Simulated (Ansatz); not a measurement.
Calculated with Ansatz (gas phase, PBE0-D4/def2-TZVP geometries, no zero-point term in ΔE). CCSD(T)/CBS is the MP2 limit (def2-TZVPP, def2-QZVPP) plus CCSD(T) − MP2 in def2-TZVPP, frozen cores. Functionals use def2-TZVPP. B3LYP here is the variant with VWN-RPA as its local correlation; programs differ in this. For Ga outer-core shells are correlated without core-valence functions, which leaves a few kJ/mol of doubt a bond. Scalar relativity is left out up to krypton. One conformer a species, not always the lowest.

Consider the cleavage of the B–Ga bond: `C[BH][Ga]([CH3])[F]` + `O=C(O)O` → `CBOC(=O)O` + `[CH3][GaH][F]`.

```json
{"level": "PBE-D4", "ΔE (kJ/mol)": "-119.8", "difference from CCSD(T)/CBS": "8.7"}
{"level": "r2SCAN-D4", "ΔE (kJ/mol)": "-130.5", "difference from CCSD(T)/CBS": "-2.0"}
{"level": "B3LYP-D4", "ΔE (kJ/mol)": "-131.8", "difference from CCSD(T)/CBS": "-3.3"}
{"level": "ωB97X-V", "ΔE (kJ/mol)": "-132.0", "difference from CCSD(T)/CBS": "-3.5"}
{"level": "ωB97M-V", "ΔE (kJ/mol)": "-134.1", "difference from CCSD(T)/CBS": "-5.6"}
{"level": "PBE", "ΔE (kJ/mol)": "-120.2", "difference from CCSD(T)/CBS": "8.3"}
{"level": "PBE0", "ΔE (kJ/mol)": "-124.4", "difference from CCSD(T)/CBS": "4.1"}
{"level": "B3LYP", "ΔE (kJ/mol)": "-132.7", "difference from CCSD(T)/CBS": "-4.2"}
{"level": "HF/def2-TZVPP", "ΔE (kJ/mol)": "-146.7", "difference from CCSD(T)/CBS": "-18.2"}
{"level": "MP2/def2-TZVPP", "ΔE (kJ/mol)": "-134.0", "difference from CCSD(T)/CBS": "-5.5"}
{"level": "SCS-MP2/def2-TZVPP", "ΔE (kJ/mol)": "-135.4", "difference from CCSD(T)/CBS": "-6.9"}
{"level": "CCSD/def2-TZVPP", "ΔE (kJ/mol)": "-132.5", "difference from CCSD(T)/CBS": "-4.0"}
{"level": "HF/def2-QZVPP", "ΔE (kJ/mol)": "-148.9", "difference from CCSD(T)/CBS": "-20.4"}
{"level": "MP2/def2-QZVPP", "ΔE (kJ/mol)": "-132.7", "difference from CCSD(T)/CBS": "-4.2"}
{"level": "HF/CBS(def2)", "ΔE (kJ/mol)": "-149.2", "difference from CCSD(T)/CBS": "-20.7"}
{"level": "CCSD/CBS(def2)", "ΔE (kJ/mol)": "-128.9", "difference from CCSD(T)/CBS": "-0.4"}
{"level": "CCSD(T)/CBS", "ΔE (kJ/mol)": "-128.5", "difference from CCSD(T)/CBS": "0"}
```

Largest T1 diagnostic among the species: 0.014.

From PBE to PBE0 (25 % exact exchange), in def2-TZVPP and without D4, ΔE moves by −4.2 kJ/mol. In def2-TZVPP, CCSD(T) changes the Hartree–Fock value by +14.7 kJ/mol (the triples alone add +0.4 kJ/mol) and MP2 by +12.7 kJ/mol.
